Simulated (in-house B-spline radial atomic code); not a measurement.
RPA and G0W0 for the tin ion Sn²⁺, [Kr] 4d10 5s2, as one setting changes: the radius of a hard wall (bohr). Start: Hartree-Fock. A dash marks a level of low quasi-particle weight. Computed with an all-electron radial atomic-structure program (B-spline basis): all electrons, scalar-relativistic (spin-free one-electron X2C), finite nucleus, each spin shell either full or empty, empty states to l = 9 with an (l + 1/2)⁻⁴ tail; G0W0 by contour deformation at full frequency.

```csv
radius of a hard wall (bohr),mean-field level (eV),G0W0 level (eV),RPA correlation (Eh)
2,48.39,5s 44.84,-3.6477
2.5,-1.000,5s -3.918,-3.5894
3,?,?,?
3.5,-24.145,5s -26.448,-3.5406
4,?,?,?
5,-28.423,5s -30.34,-3.5151
6,-28.723,5s -30.56,-3.5113
8,-28.778,5s -30.59,-3.5097
12,-28.779,5s -30.59,-3.5088
```

Question: What belongs in the row for 4?

Answer: mean-field level (eV): -26.790; G0W0 level (eV): 5s -28.915; RPA correlation (Eh): -3.5278.

Question: What belongs in the row for 3?

Answer: mean-field level (eV): -17.740; G0W0 level (eV): 5s -20.296; RPA correlation (Eh): -3.5601.
